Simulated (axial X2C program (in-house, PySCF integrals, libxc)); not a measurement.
# What spin–orbit coupling does to ZrP

Calculated with an axial X2C code built on PySCF integrals. Spin-free means the one-electron spin-free X2C Hamiltonian; two-component (2c) means X2C with spin–orbit coupling and atomic mean-field two-electron Coulomb and Gaunt terms, so the difference of the two also holds small scalar two-electron terms. Basis: Zr dyall-cv3z [11s12p9d6f3g], P dyall-v3z [8s7p2d1f] (cores contracted in-house); Gaussian nuclei, density fitting, unrestricted open shells. Masses: Zr 89.905 u, P 30.974 u.

Spin-free state: M_S = 1/2, Λ = 0 (beyond evenly filled blocks: σα); fragments Zr + P.

```csv
level,Re (Å),ωe (cm⁻¹),De (eV),μ (D)
PW91,2.197,523.9,4.626,-4.75
```

Dipoles are positive if P is the positive end.

Two-component determinant lowest at the distance of the search:

Ω = 1/2 (⟨Sz⟩ = 0.50, ⟨Lz⟩ = 0.00 at PW91); fragments Zr + P.

```json
{"level": "PW91", "Re (Å)": "2.197", "ωe (cm⁻¹)": "523.6", "μ (D)": "-4.74"}
```

Question: From the two tables, how do the constants change at the PW91 level (2c against spin-free)?

Answer: At the PW91 level Re is unchanged within 0.001 Å and ωe goes down by 0.3 cm⁻¹.

The state is a single determinant with fixed occupations, the lowest that a limited PBE0 search found. Dissociation energies refer to the lowest single-determinant-based atoms at the same level and basis. De is not given where an atomic determinant may have missed its ground term or J level, or where the truncated virtual space spoils (T). Density functionals use the spin component along the axis (collinear). The functionals have no current-density term, which raises determinants with orbital currents, atoms included. The determinant is spin-polarised beyond a pure state at some levels (its spin-free form has ⟨S²⟩ too high), which makes Re and μ there less reliable.
